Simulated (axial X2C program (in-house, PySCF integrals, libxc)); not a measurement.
# TeCO⁺: properties at the nuclei

Computed with an axial X2C code built on PySCF integrals: two-component X2C with atomic mean-field Coulomb and Gaunt terms, Gaussian nuclei, basis Te dyall-v3z, C dyall-v3z, O dyall-av3z with contracted cores.

Te–C–O held linear, with bonds 2.042 and 1.122 Å (near the PBE0 minimum at charge 1 of the determinant lowest at the starting distance; the state shown can have its own minimum elsewhere, held linear; other orders of the atoms were not compared).

Input and command:
```json
{"zs": [52, 6, 8], "q": 1, "bas": ["dyall-v3z", "dyall-v3z", "dyall-av3z"], "r0": [2.06, 1.13], "symm": 0, "scan": ["PBE0", "HF", "PBE"], "levels": ["PBE0", "HF", "r2SCAN"], "nst": 2}
```
```bash
python solin.py task.json out
```

Keys: zs atomic numbers; q charge; bas basis sets; r0 starting distance in Å; symm equal bonds; scan levels of the two-bond scan; levels methods; nst determinants followed.

Determinant lowest in the PBE0 search, Ω = 3/2 (⟨Sz⟩ = 0.50, ⟨Lz⟩ = 1.00 at PBE0), spin on the atoms Te 0.46, C 0.00, O 0.04:

```
 level  Eeff magnitude (GV/cm)  Ws magnitude Te (kHz)  A∥/gI Te (MHz)  qzz Te (a.u.)  A∥/gI C (MHz)  qzz C (a.u.)  A∥/gI O (MHz)  qzz O (a.u.)
  PBE0                     1.7                  0.594             558           9.71          -1.86         -0.62           27.1         -0.53
    HF                    4.38                   1.65             618          11.54          -8.06         -0.85           30.9         -0.63
r2SCAN                    1.81                  0.637             583           9.26         -0.726         -0.58           28.2         -0.48
```

Determinant 0.51 eV from it at PBE0 and this distance, Ω = 1/2 (⟨Sz⟩ = -0.49, ⟨Lz⟩ = 0.99 at PBE0), spin on the atoms Te -0.49, C 0.02, O -0.03:

```
 level  Eeff magnitude (GV/cm)  Ws magnitude Te (kHz)  A∥/gI Te (MHz)  qzz Te (a.u.)  A∥/gI C (MHz)  qzz C (a.u.)  A∥/gI O (MHz)  qzz O (a.u.)
  PBE0                    2.34                   2.91            4230           8.71           46.6         -0.60            106         -0.51
    HF                    1.26                   1.63            4090          10.58           43.4         -0.84           97.9         -0.62
r2SCAN                    1.52                   1.94            3930           8.28             53         -0.56            110         -0.46
```

Eeff is the effective electric field on the electron electric dipole moment in this Ω state and Ws the scalar–pseudoscalar constant of the nucleus named (defined with the proton number Z and per Ω); A∥ (defined per Ω) follows by multiplying with gI = μI/(I μN); qzz is the electric field gradient, eQq0 = 234.96 MHz × Q/barn × qzz. The operators were transformed with the bare-nucleus X2C matrices; with these basis sets, hyperfine constants and field gradients can be off by tens of per cent, and where levels differ in sign neither size nor sign is settled.

(1) With gI(125Te) = -1.7770, gI(17O) = -0.7575, Q(17O) = -0.02558 barn (g factors from the IAEA table of nuclear moments by Stone; Q from Pyykkö, Mol. Phys. 2018), turn the PBE0 values of the first state into constants in MHz.

The molecule was held linear; bending was not examined, so a bent shape may lie lower.

Each state is one determinant with collinear spin. Unrestricted Hartree–Fock can overshoot spin polarisation at the nuclei. Where Eeff spreads by more than a factor of two the levels disagree and none is to be relied on. The search compared states at one distance, so a state with another bond length can lie lower. Where a field gradient or hyperfine factor spreads by more than a factor of two over the levels, a constant derived from it is not to be relied on. PBE0 term energies can be off by some tenths of an eV.

## Answers

(1) A∥(125Te) = 558 × -1.7770 = -992 MHz; A∥(17O) = 27.1 × -0.7575 = -20.5 MHz; eQq0(17O) = 234.96 × (-0.02558) × (-0.53) = 3.19 MHz.
